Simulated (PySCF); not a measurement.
**Dipole moment and polarisability of `C#C[SiH2][SiH]1CCC1`**

C5H10Si2.
Structure used (GFN2-xTB), in Å, numbered top down from 1:
```
atom  x, y, z in Å
C1     3.1006    1.5185   -0.0773
C2     2.6521    0.4075   -0.1830
Si3    1.8971   -1.2774   -0.3197
Si4   -0.4077   -1.1346   -0.2424
C5    -1.2212    0.0370    1.0419
C6    -2.0007    0.7596   -0.0712
C7    -1.3044    0.1803   -1.3155
H8     3.5049    2.4864    0.0127
H9     2.4044   -1.8546   -1.5727
H10    2.4621   -2.0557    0.7916
H11   -1.1015   -2.4374   -0.2974
H12   -0.5157    0.7015    1.5387
H13   -1.8568   -0.3935    1.8122
H14   -1.9393    1.8460   -0.0068
H15   -3.0540    0.4813   -0.0511
H16   -0.6330    0.9039   -1.7755
H17   -1.9940   -0.1567   -2.0862
```

Level: PBE0/def2-SVPD (PySCF), static field, nuclei fixed, core orbitals frozen in the response. The polarisability tensor in these axes (au):

```
x   125.76   0.85  -0.38
y     0.85 116.78   2.44
z    -0.38   2.44  91.67
```

Problem. Diagonalise the tensor; give its mean and Δα, where Δα² is half the sum of the squared differences of the eigenvalues.

Solution. Principal values 91.44, 116.94 and 125.84 au; mean 111.40 au = 16.51 Å³ = 18.37 × 10⁻⁴⁰ C²·m²/J; Δα = 30.93 au (28 % of the mean).

Problem. What is the dipole moment, and where does it point?

Solution. (-0.45, 0.53, 0.05) D, 0.70 D in size, pointing from the negative to the positive side. Measured along this direction, the outermost atoms are H10 and H9 at the negative end and H14 at the positive end.

Problem. In TDDFT the mean static polarisability is Σ f/ω² over all singlet excitations (ω in hartree). How much of it do the 8 lowest give? Their energies (eV) and oscillator strengths: 5.90, 0.0131; 6.13, 0.0450; 6.15, 0.0076; 6.30, 0.0003; 6.47, 0.0287; 6.55, 0.0118; 6.61, 0.0428; 6.74, 0.0001.

Solution. They add up to 2.76 au, 2.5 % of the 111.40 au; the largest single term is 0.89 au, from the state at 6.13 eV. Terms in order: 0.28, 0.89, 0.15, 0.01, 0.51, 0.20, 0.73, 0.00 au. Higher excitations give the rest. The strengths listed sum to 0.150.

Problem. How large is μ²/3kT at 250 K beside α?

Solution. In Gaussian units μ²/3kT = 4.73 Å³ against 16.51 Å³, a ratio of 0.29; the Debye molar polarisation (4π/3)N_A(α + μ²/3kT) is 53.6 cm³/mol, leaving out the vibrational part.

Problem. Estimate the molar refractivity from the static electronic polarisability.

Solution. Lorentz–Lorenz: R = (4π/3)N_A α = 2.5225 cm³/(mol·Å³) × 16.51 Å³ = 41.6 cm³/mol, in the limit of long wavelengths.

Problem. Find the Langevin capture rate constant for O2+ (31.990 u) meeting this molecule (126.032 u), k = 2.342 × 10⁻⁹ cm³/s × √(α in Å³ / reduced mass in u).

Solution. The reduced mass is 25.51 u, so k = 1.88 × 10⁻⁹ cm³/s. The formula leaves out the permanent dipole, which adds to the capture rate.

Isolated species at its GFN2-xTB geometry (one conformer only).

The run behind these numbers computed excited states as well. Hardware: one thread, Intel Xeon at 2.50 GHz (x86_64), no GPU, shared host with 64 logical CPUs at a one-minute load of 63. Cost: 2.1 min wall, 1.9 min CPU, 0.88 GiB resident at most.
